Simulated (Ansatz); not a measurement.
Consider the ligand exchange at a B–O bond: `BO[C](=O)[GeH3]` + `OCF` → `BOCF` + `O=[C](O)[GeH3]`.

Calculated with Ansatz (gas phase, PBE0-D4/def2-TZVP geometries, no zero-point term in ΔE). CBS: MP2 limit from def2 TZ/QZ plus the TZ coupled-cluster correction, frozen cores. Functionals use def2-TZVPP. B3LYP here is the variant with VWN-RPA as its local correlation; programs differ in this. For Ge outer-core shells are correlated without core-valence functions, which leaves a few kJ/mol of doubt a bond. Scalar relativity is left out up to krypton. One conformer a species, not always the lowest.

`BO[C](=O)[GeH3]`:

Z-matrix (Å, degrees):
```
Ge
C 1 1.996
H 1 1.532 2 108.1
H 1 1.533 2 108.0 3 -119.1
H 1 1.529 2 107.4 3 120.5
O 2 1.379 1 111.5 3 60.0
O 2 1.189 1 126.0 3 -117.7
B 6 1.368 2 122.5 1 149.4
H 8 1.193 6 115.6 2 173.4
H 8 1.193 6 120.2 2 -9.0
```

`OCF`:

Cartesian coordinates in Å:
```
O -0.268 0.250 -1.018
C 0.273 -0.018 0.211
F -0.082 -1.281 0.645
H -1.218 0.366 -0.928
H -0.064 0.679 0.988
H 1.358 0.004 0.102
```

`BOCF`:

Z-matrix (Å, degrees):
```
C
O 1 1.389
F 1 1.363 2 108.8
H 1 1.095 2 111.1 3 119.0
H 1 1.092 2 108.4 3 -117.3
B 2 1.350 1 121.3 3 -102.0
H 6 1.201 2 119.7 1 -2.8
H 6 1.193 2 116.8 1 178.0
```

`O=[C](O)[GeH3]`:

```xyz
8

O    -1.011    1.516   -0.615
C    -0.688    0.521   -0.031
O    -1.484   -0.093    0.862
Ge    1.060   -0.423   -0.244
H    -2.308    0.420    0.912
H     1.780   -0.433    1.110
H     0.791   -1.861   -0.704
H     1.860    0.354   -1.291
```

| level | ΔE (kJ/mol) |
| --- | --- |
| revPBE-D4 | -30.0 |
| B2PLYP | -29.4 |
| revPBE | -31.6 |
| B3LYP | -30.3 |

Task: What does CCSD(T)/CBS give? (Best estimate.)

Result: Ansatz gave: -26.7 kJ/mol. The listed levels differ from it by -3.3, -2.7, -4.9, -3.6 kJ/mol.

Largest T1 diagnostic among the species: 0.015.

Leaving LDA and LC-ωPBE aside and taking each functional with its dispersion term where it has one, the values, not all of them listed here, spread over 4.3 kJ/mol, from B97M-V to BHLYP-D4. LDA lies −4.0 kJ/mol from PBE without D4. At CCSD(T), def2-SVP lies −3.4 kJ/mol from the extrapolated value and def2-TZVPP −0.5 kJ/mol.
